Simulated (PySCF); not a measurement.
# The third ionisation energy along group 15

Calculated with PySCF 2.14 from differences of total energies of unrestricted determinants, without spin-orbit coupling. Values in eV. The last column holds reference values (NIST; (s) semi-empirical, (t) theoretical, else measured). Unmarked ones compare directly (S terms, centres of terms, or small fine structure); those marked * lie between the lowest fine-structure levels and include a spin-orbit shift.

```
                         element                               configurations     UHF     LDA     PBE  r2SCAN  SCS-MP2 (valence)  SCS-MP2 (valence and next inner shell)         reference
 N (x2c-QZVPPall, spin-free X2C)                      [He] 2s2 2p1 → [He] 2s2  47.298  47.870  48.024  48.231             47.480                                  47.510      47.445 (s) *
 P (x2c-QZVPPall, spin-free X2C)                      [Ne] 3s2 3p1 → [Ne] 3s2  29.580  30.197  30.233  30.367             29.905                                  29.915          30.203 *
As (x2c-QZVPPall, spin-free X2C)            [Ar] 3d10 4s2 4p1 → [Ar] 3d10 4s2  27.491  28.259  28.089  28.325             27.775                                  27.913  28.349 ± 0.012 *
Sb (x2c-QZVPPall, spin-free X2C)            [Kr] 4d10 5s2 5p1 → [Kr] 4d10 5s2  24.149  24.958  24.726  24.873             24.391                                  24.547          25.323 *
Bi (x2c-QZVPPall, spin-free X2C)  [Xe] 4f14 5d10 6s2 6p1 → [Xe] 4f14 5d10 6s2  23.082  23.928  23.667  23.761             23.300                                  23.486          25.571 *
```

"Valence" correlates the outer s and p shells and, in groups 3 to 12 and the f block, the outer d or f shell, open or full, or the next shell where the ion has no valence electron left; the wider scheme adds the next inner shell.
